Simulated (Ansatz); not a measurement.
C3H12GaN, SMILES `C[NH2+][GaH-]([CH3])[CH3]`, relaxed with RKS PBE0-D4/def2-TZVP in the Gaussian-basis code of Ansatz from a PBE-D4/def2-SVP geometry. The force threshold is 0.005 eV/Å; the program also tests the step.

The species carries charge 0 and has multiplicity 1.

Start:

```xyz
17

C     0.708    1.071    1.523
N    -0.653    0.868    1.000
Ga   -0.801   -0.450   -0.736
C    -0.056   -2.133    0.060
C     0.341    0.573   -2.027
H     0.745    1.746    2.405
H     1.136    0.090    1.805
H     1.343    1.494    0.721
H    -1.080    1.763    0.725
H    -1.270    0.472    1.722
H    -2.391   -0.346   -0.902
H    -0.205   -2.981   -0.640
H    -0.558   -2.414    1.010
H     1.036   -2.064    0.253
H     1.418    0.543   -1.759
H     0.251    0.132   -3.043
H     0.036    1.637   -2.117
```

Task: By how much does the energy fall, and how many steps does the optimiser take? (An estimate is asked.)

Result: Computed: 5.58 kJ/mol, in 5 steps.

Task: Which bonds change most? (An estimate is asked.)

Result: Computed: N2–Ga3 from 2.185 to 2.160 Å; C1–H6 from 1.111 to 1.093 Å; C1–H7 from 1.107 to 1.090 Å; C1–H8 from 1.107 to 1.090 Å.

Task: Give the relaxed structure. (An estimate is asked.)

Result: Computed: 
```xyz
17

C     0.706    1.062    1.512
N    -0.650    0.864    0.995
Ga   -0.789   -0.440   -0.720
C    -0.054   -2.121    0.060
C     0.340    0.570   -2.016
H     0.736    1.727    2.379
H     1.122    0.095    1.790
H     1.326    1.481    0.720
H    -1.065    1.748    0.723
H    -1.253    0.470    1.709
H    -2.371   -0.340   -0.891
H    -0.197   -2.949   -0.639
H    -0.558   -2.403    0.990
H     1.019   -2.053    0.260
H     1.401    0.550   -1.749
H     0.254    0.124   -3.011
H     0.031    1.615   -2.111
```
